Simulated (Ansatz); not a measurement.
`N[SiH2][SiH2]CO` + `S=[CH][SbH2]` → `N[SiH2]C=S` + `OC[SiH2][SbH2]`  (redistribution)

Program: Ansatz. Geometries: PBE0-D4/def2-TZVP. ΔE: electronic, gas phase. CCSD(T)/CBS is the MP2 limit (def2-TZVPP, def2-QZVPP) plus CCSD(T) − MP2 in def2-TZVPP, frozen cores. Functionals use def2-TZVPP. Elements past krypton have def2 core potentials. For Sb outer-core shells are correlated without core-valence functions, which leaves a few kJ/mol of doubt a bond. One conformer a species, not always the lowest.

```tsv
level	ΔE (kJ/mol)	difference from CCSD(T)/CBS
PBE0-D4	-70.7	2.4
ωB97X-V	-69.9	3.2
ωB97M-V	-76.9	-3.8
HF/def2-TZVPP	-71.7	1.4
SCS-MP2/def2-TZVPP	-68.8	4.3
HF/def2-QZVPP	-71.2	1.9
SCS-MP2/def2-QZVPP	-71.4	1.7
HF/CBS(def2)	-71.2	1.9
MP2/CBS(def2)	-78.4	-5.3
CCSD/CBS(def2)	-74.0	-0.9
CCSD(T)/CBS	-73.1	0
```

Largest T1 diagnostic among the species: 0.017.

The D4 term adds −4.2 kJ/mol with B3LYP and −2.2 kJ/mol with PBE0; it sums over pairs of atoms, weighted by their polarisabilities, and B3LYP, whose exchange is more repulsive, gets the larger term. From PBE to PBE0 (25 % exact exchange), in def2-TZVPP and without D4, ΔE moves by −6.4 kJ/mol.

B3LYP here is the variant with VWN-RPA as its local correlation; programs differ in this.
